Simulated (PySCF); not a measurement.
B3LYP has the VWN-RPA correlation part, as in Gaussian. 

Cartesian coordinates (Å):
SMILES: [F][Ge]([F])[F]
```xyz
4

F     -0.9265    -1.3110    -0.1574
Ge    -0.0007     0.0032     0.4938
F      1.5981    -0.1486    -0.1615
F     -0.6709     1.4565    -0.1749
```
Charge 0, spin multiplicity 2.

Give the dipole moment, highest occupied spin orbital and total energy at the level B3LYP-D3(BJ)/def2-TZVP run with PySCF.


```
Property                             Result
-----------------------------  ------------
dipole moment                     0.453 e·Å
highest occupied spin orbital      -8.52 eV
total energy                   -64675.84 eV
```
